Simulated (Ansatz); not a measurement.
Program: Ansatz. Geometries: PBE0-D4/def2-TZVP. ΔE: electronic, gas phase. CCSD(T)/CBS is the MP2 limit (def2-TZVPP, def2-QZVPP) plus CCSD(T) − MP2 in def2-TZVPP, frozen cores. This one scheme is used for every species. Functionals use def2-TZVPP. B3LYP here is the variant with VWN-RPA as its local correlation; programs differ in this. For Ga outer-core shells are correlated without core-valence functions, which leaves a few kJ/mol of doubt a bond. Scalar relativity is left out up to krypton. Each species was taken in one conformer, which may not be the lowest.

Reaction (substitution at a C–Ga bond): `C=C[CH2][GaH2]` + `OB(O)O` → `C=CCOB(O)O` + `[GaH3]`

| level | ΔE (kJ/mol) | difference from CCSD(T)/CBS |
| --- | --- | --- |
| PBE-D4 | 96.3 | -0.9 |
| r2SCAN-D4 | 97.7 | 0.5 |
| PBE0-D4 | 93.7 | -3.5 |
| ωB97X-V | 76.9 | -20.3 |
| B2PLYP | 84.6 | -12.6 |
| PBE | 94.1 | -3.1 |
| r2SCAN | 97.9 | 0.7 |
| PBE0 | 92.1 | -5.1 |
| B3LYP | 75.5 | -21.7 |
| HF/def2-TZVPP | 48.3 | -48.9 |
| MP2/def2-TZVPP | 106.4 | 9.2 |
| CCSD/def2-TZVPP | 84.3 | -12.9 |
| CCSD(T)/def2-TZVPP | 90.6 | -6.6 |
| MP2/def2-QZVPP | 109.5 | 12.3 |
| HF/CBS(def2) | 46.1 | -51.1 |
| CCSD/CBS(def2) | 90.8 | -6.4 |
| CCSD(T)/CBS | 97.2 | 0 |

Largest T1 diagnostic among the species: 0.013.

The D4 term adds +4.2 kJ/mol with B3LYP and +1.6 kJ/mol with PBE0; it sums over pairs of atoms, weighted by their polarisabilities, and B3LYP, whose exchange is more repulsive, gets the larger term. In def2-TZVPP, CCSD(T) changes the Hartree–Fock value by +42.3 kJ/mol (the triples alone add +6.3 kJ/mol) and MP2 by +58.1 kJ/mol.
